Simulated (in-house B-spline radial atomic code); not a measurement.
Ionising In7+ with different functionals

Computed with an all-electron radial atomic-structure program (B-spline basis): scalar-relativistic (spin-free X2C) Hamiltonian, Fermi nucleus of rms radius 4.6156 fm, spin-polarised at highest spin, spherical fractional occupations for the functionals, the average over the highest-spin determinants for Hartree-Fock. The ionisation energy is the difference of two self-consistent energies, [Kr] 4d6 → [Kr] 4d5, without Breit or QED terms; ε is the level of the shell that loses the electron (its least bound occupied spin orbital). There is no spin-orbit coupling in this Hamiltonian.

Hybrids are left out here: with spherical fractional occupations of an open shell their exact exchange keeps a self-interaction that integer-occupation calculations don't have.

```json
{"method": "Hartree-Fock", "rung": "Hartree-Fock", "ΔSCF (eV)": "128.77", "-ε(4d) (eV)": "129.99"}
{"method": "LDA VWN5", "rung": "LDA", "ΔSCF (eV)": "131.26", "-ε(4d) (eV)": "121.15"}
{"method": "LDA PW92", "rung": "LDA", "ΔSCF (eV)": "131.25", "-ε(4d) (eV)": "121.14"}
{"method": "LDA exchange-only", "rung": "LDA", "ΔSCF (eV)": "128.82", "-ε(4d) (eV)": "118.81"}
{"method": "PBE", "rung": "GGA", "ΔSCF (eV)": "130.80", "-ε(4d) (eV)": "120.74"}
{"method": "PBEsol", "rung": "GGA", "ΔSCF (eV)": "130.80", "-ε(4d) (eV)": "120.74"}
{"method": "BLYP", "rung": "GGA", "ΔSCF (eV)": "130.71", "-ε(4d) (eV)": "120.60"}
{"method": "RPBE", "rung": "GGA", "ΔSCF (eV)": "130.74", "-ε(4d) (eV)": "120.69"}
{"method": "PW91", "rung": "GGA", "ΔSCF (eV)": "130.95", "-ε(4d) (eV)": "120.88"}
{"method": "BP86", "rung": "GGA", "ΔSCF (eV)": "130.96", "-ε(4d) (eV)": "120.88"}
{"method": "AM05", "rung": "GGA", "ΔSCF (eV)": "130.93", "-ε(4d) (eV)": "120.85"}
{"method": "OLYP", "rung": "GGA", "ΔSCF (eV)": "131.20", "-ε(4d) (eV)": "121.10"}
{"method": "TPSS", "rung": "meta-GGA", "ΔSCF (eV)": "130.58", "-ε(4d) (eV)": "120.55"}
{"method": "SCAN", "rung": "meta-GGA", "ΔSCF (eV)": "129.92", "-ε(4d) (eV)": "120.14"}
{"method": "r2SCAN", "rung": "meta-GGA", "ΔSCF (eV)": "129.91", "-ε(4d) (eV)": "120.14"}
{"method": "revTPSS", "rung": "meta-GGA", "ΔSCF (eV)": "130.48", "-ε(4d) (eV)": "120.46"}
```

Q: How do they compare with the NIST value?

A: NIST lists 130 eV ± 2.1 (tabulated theory, ground level to ground level). Errors run from -1.33 to +1.16 eV; all lie within about twice that uncertainty, so the table can't rank the methods. Hartree-Fock also lacks correlation.
